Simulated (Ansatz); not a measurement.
XCu4: r2SCAN-D4/def2-TZVP single points in Ansatz on relaxed structures, gas phase. Each cluster is the lowest isomer that a short search found in that spin, judged at the geometry's level, and lower ones may exist. Core potentials for La, no spin–orbit coupling. HOMO and LUMO are taken over both spins. Binding counts from free atoms in the multiplicity of their measured ground term, without zero-point energy. A dash marks a value that wasn't run or was left out as unsound. The structures are stationary points that may keep the symmetry of their start. Remarks come from the PBE and PBE0 runs and from stability tests at other levels; not every state was tested.

| species | atoms | state | geometry | HOMO (eV) | LUMO (eV) | gap (eV) | binding per atom (eV) | lowest of the spins relaxed | point group (within 0.1 Å) | remarks |
| --- | --- | --- | --- | --- | --- | --- | --- | --- | --- | --- |
| Cu4B | 5 | doublet | B3LYP-D4/def2-SVP | -4.68 | -3.89 | 0.79 | 2.19 | doublet, of doublet/quartet | C2v | – |
| GaCu4 | 5 | doublet | B3LYP-D4/def2-SVP | -4.53 | -3.75 | 0.78 | 1.90 | doublet, of doublet/quartet | C2v | – |
| MgCu4 | 5 | singlet | r2SCAN-D4/def2-SVP | -4.30 | -2.78 | 1.52 | 1.50 | – | C2v | restricted SCF unstable in HF |

Estimate the rows for LaCu4 (doublet, r2SCAN-D4/def2-SVP geometry).


```tsv
species	atoms	state	geometry	HOMO (eV)	LUMO (eV)	gap (eV)	binding per atom (eV)	lowest of the spins relaxed	point group (within 0.1 Å)
LaCu4	5	doublet	r2SCAN-D4/def2-SVP	-3.64	-2.66	0.98	–	doublet, of doublet/quartet	–
```

The gap (eV) runs from 0.78 (GaCu4) to 1.52 (MgCu4).
